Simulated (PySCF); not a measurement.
**How exact exchange moves a shielding**

Molecule: `[SiH3][SiH2]O[SiH2]P`, H9OPSi3.

Bonds (- single, = double, # triple, : aromatic): Si1-Si2 2.348 Å, Si2-O3 1.669 Å, O3-Si4 1.660 Å, Si4-P5 2.266 Å. Si1 carries H6, H7, H8; Si2 carries H9, H10; Si4 carries H11, H12; P5 carries H13, H14.

GIAO shieldings (ppm, equivalent atoms averaged) in PySCF 2.14.0 with density-fitted response routines on the PBE0-D3(BJ)/def2-SVP geometry, basis pcSseg-1, gas phase, non-relativistic:

| functional | exact exchange (%) | σ(Si4) | σ(Si2) | σ(Si1) | σ(O3) |
| --- | --- | --- | --- | --- | --- |
| BLYP | 0 | 335.7 | 348.5 | 434.5 | 311.2 |
| BP86 | 0 | 341.7 | 354.3 | 444.8 | 316.3 |
| PBE | 0 | 342.6 | 355.4 | 447.5 | 317.1 |
| B3LYP | 20 | 349.9 | 361.8 | 444.7 | 321.5 |
| PBE0 | 25 | 360.6 | 372.2 | 459.2 | 328.7 |
| mPW1PW91 | 25 | 359.4 | 370.8 | 455.9 | 328.0 |
| HF | 100 | 411.1 | 419.8 | 486.7 | 345.5 |

Q: Fit each shielding as a line in the percentage of exact exchange.

A: σ(Si4) = 339.9 + 0.71 x (rms 2.9 ppm); σ(Si2) = 352.6 + 0.67 x (rms 2.8 ppm); σ(Si1) = 442.4 + 0.45 x (rms 5.0 ppm); σ(O3) = 316.6 + 0.31 x (rms 3.1 ppm). The functionals also differ in their semilocal parts, which the line can't hold; Hartree–Fock has no correlation at all.

Q: What does the line predict for BHandHLYP (50 %), and what does the run give?

A: σ(Si4): 375.4 predicted, 371.8 computed; σ(Si2): 386.1 predicted, 382.4 computed; σ(Si1): 464.9 predicted, 459.7 computed; σ(O3): 332.1 predicted, 332.7 computed ppm.
